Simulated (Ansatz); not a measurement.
`Cc1cc(-c2sc(-c3sc(-c4sc(N(C)C)cc4C)cc3C)cc2C)sc1C#N` with charge -1. Charge -1, multiplicity 2. Geometry PBE-D4/def2-SVP, that of the neutral singlet; atoms count from 1.

Cartesian coordinates in Å:
```
C 8.306 2.793 -1.446
C 6.854 2.438 -1.577
C 6.199 1.431 -0.820
C 4.837 1.287 -1.104
C 3.865 0.385 -0.536
S 2.154 0.751 -0.683
C 1.688 -0.713 0.163
C 0.297 -1.006 0.385
S -0.891 0.278 0.224
C -2.228 -0.802 0.577
C -3.596 -0.364 0.595
S -4.850 -1.574 0.892
C -6.123 -0.371 0.777
N -7.436 -0.724 0.971
C -7.806 -2.126 0.978
C -8.452 0.272 0.697
C -5.589 0.888 0.493
C -4.168 0.901 0.400
C -3.385 2.150 0.112
C -1.733 -2.090 0.818
C -0.326 -2.223 0.715
C 0.390 -3.528 0.912
C 2.833 -1.432 0.526
C 4.060 -0.831 0.139
C 5.398 -1.453 0.419
S 4.352 2.414 -2.356
C 5.971 3.077 -2.458
C 6.267 4.130 -3.352
N 6.526 5.007 -4.095
H 8.582 3.629 -2.117
H 8.550 3.092 -0.405
H 8.951 1.925 -1.695
H 6.711 0.848 -0.045
H -7.126 -2.695 1.646
H -8.833 -2.235 1.374
H -7.763 -2.597 -0.034
H -9.435 -0.107 1.033
H -8.524 0.532 -0.386
H -8.237 1.206 1.257
H -6.200 1.787 0.353
H -2.813 2.069 -0.836
H -4.056 3.026 0.028
H -2.644 2.366 0.911
H -2.393 -2.935 1.063
H -0.326 -4.372 0.917
H 0.940 -3.556 1.877
H 1.134 -3.711 0.110
H 2.793 -2.372 1.089
H 5.922 -0.948 1.259
H 5.285 -2.519 0.698
H 6.068 -1.397 -0.463
```

Single mean-field runs in def2-TZVP are fitted with def2-universal-jkfit.

Question: Estimate the Mulliken populations of the heavy atoms from the PBE0/def2-TZVP orbitals of Ansatz.

Answer: 
```tsv
atom	charge (e)	spin (α − β)
C1	-0.43	0.00
C2	0.04	-0.01
C3	-0.32	0.07
C4	0.08	0.07
C5	0.05	0.05
S6	-0.08	0.07
C7	0.09	0.13
C8	0.03	-0.03
S9	-0.09	0.05
C10	0.08	0.15
C11	-0.01	-0.07
S12	-0.10	0.01
C13	0.09	0.08
N14	-0.06	0.01
C15	-0.30	0.00
C16	-0.31	0.00
C17	-0.30	-0.05
C18	0.00	0.12
C19	-0.41	-0.01
C20	-0.22	-0.07
C21	0.01	0.10
C22	-0.47	-0.01
C23	-0.29	-0.02
C24	0.04	0.06
C25	-0.48	-0.01
S26	-0.04	0.07
C27	0.10	0.13
C28	-0.32	-0.03
N29	-0.09	0.09
```
Mulliken values depend strongly on the basis.

Question: Where does the spin sit?

Answer: Summed by element: C 0.66, S 0.21, N 0.10, H 0.04, of 1 unpaired in all. Largest on single atoms: C10 0.15, C27 0.13, C7 0.13.

Question: And the Mayer bond orders between heavy atoms (over 0.3)?

Answer: C1–C2 0.94 (1.50 Å); C2–C3 1.36 (1.42 Å); C2–C27 1.44 (1.40 Å); C3–C4 1.38 (1.40 Å); C4–C5 1.05 (1.44 Å); C4–S26 1.26 (1.75 Å); C5–S6 1.20 (1.76 Å); C5–C24 1.37 (1.40 Å); S6–C7 1.22 (1.75 Å); C7–C8 1.04 (1.44 Å); C7–C23 1.38 (1.40 Å); C8–S9 1.26 (1.76 Å); C8–C21 1.39 (1.41 Å); S9–C10 1.20 (1.76 Å); C10–C11 1.01 (1.44 Å); C10–C20 1.37 (1.40 Å); C11–S12 1.22 (1.77 Å); C11–C18 1.40 (1.40 Å); S12–C13 1.18 (1.75 Å); C13–N14 1.17 (1.37 Å); C13–C17 1.52 (1.40 Å); N14–C15 0.99 (1.45 Å); N14–C16 0.99 (1.45 Å); C17–C18 1.29 (1.42 Å); C18–C19 0.95 (1.50 Å); C20–C21 1.35 (1.42 Å); C21–C22 0.93 (1.50 Å); C23–C24 1.37 (1.42 Å); C24–C25 0.93 (1.50 Å); S26–C27 1.14 (1.75 Å); C27–C28 0.98 (1.41 Å); C28–N29 3.06 (1.18 Å).
